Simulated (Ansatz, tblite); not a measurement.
Isomers of Si₂Mo₄⁺ (doublet), found by a short tight-binding search and relaxed with PBE-D4/def2-SVP in Ansatz.

In the def2 sets Mo takes a core potential; there is no spin–orbit coupling. The xTB rows come from tblite.

Run but left out: HF/def2-TZVP, ωB97M-V/def2-TZVP, MP2/def2-TZVP (A: ⟨S²⟩ 1.27 to 8.51, where a pure state has 0.75).

A further structure is left out (at the level of its geometry, ⟨S²⟩ 1.19, where a pure state has 0.75); at PBE0-D4/def2-TZVP its energy lies 2.16 eV above the lowest shown.

A: At r2SCAN-D4/def2-TZVP, PBE0-D4/def2-TZVP the charge 1 doublet is spin-contaminated (final ⟨S²⟩ up to 1.02, 0.75 for a pure state).

Other spin states were run for one of them alone.

A:

```xyz
6

Mo    0.0745    1.3357    1.0252
Mo    0.9466   -0.8173    0.7149
Mo   -1.2398    0.3481   -0.6448
Mo    0.3249   -1.1634   -1.5193
Si   -1.3889   -0.7461    1.5939
Si    1.2827    1.0430   -1.1698
```

B:

```xyz
6

Mo    1.2973   -0.1915    0.8704
Mo    0.1062   -1.7691   -0.1861
Mo   -0.8074    0.9046   -1.0035
Mo   -1.6213   -0.4364    0.5974
Si    1.3164   -0.0762   -1.5891
Si   -0.2912    1.5686    1.3108
```

Q: Estimate which lies lowest at each level, and how far above it the others are (eV).

A: 
| level | A | B |
| --- | --- | --- |
| GFN1-xTB | 0.00 | 1.50 |
| PBE-D4/def2-TZVP | 0.27 | 0.00 |
| revPBE-D4/def2-TZVP | 0.30 | 0.00 |
| r2SCAN-D4/def2-TZVP | 0.26 | 0.00 |
| PBE0-D4/def2-TZVP | 0.26 | 0.00 |
Point groups (tolerance 0.1 Å): A Cs, B C2. Lower isomers may exist.
